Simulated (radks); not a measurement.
Correlation energies from several functionals, in hartree. Species: Hg [Hg]; La3+ [Xe]. Calculated with a radial shooting solver on a logarithmic mesh with Libxc functionals: non-relativistic Kohn-Sham, exchange-only LDA, spin-polarised, spherical densities, point nucleus. Every spin shell is full or empty, so the densities are truly spherical. Functionals are evaluated on that one density, not self-consistently.

\begin{tabular}{lrr}
functional & Hg & La3+ \\ \hline
PW92 & -8.3188 & -5.3497 \\
VWN5 & -8.3525 & -5.3724 \\
PZ & -8.3257 & -5.3505 \\
Wigner & -4.3252 & -2.9081 \\
PBE & -4.8986 & -2.9990 \\
LYP & -4.3429 & -2.8130 \\
P86 & -5.5063 & -3.4029 \\
PW91 & -5.2536 & -3.2420 \\
OP (B88) & -4.2538 & -2.7415 \\
TPSS & -4.8970 & -3.0007 \\
r2SCAN & -4.9593 & -3.0109 \\
B95 & -6.0705 & -3.7016 \\
Tao-Mo & -4.7892 & -2.9029 \\
\end{tabular}
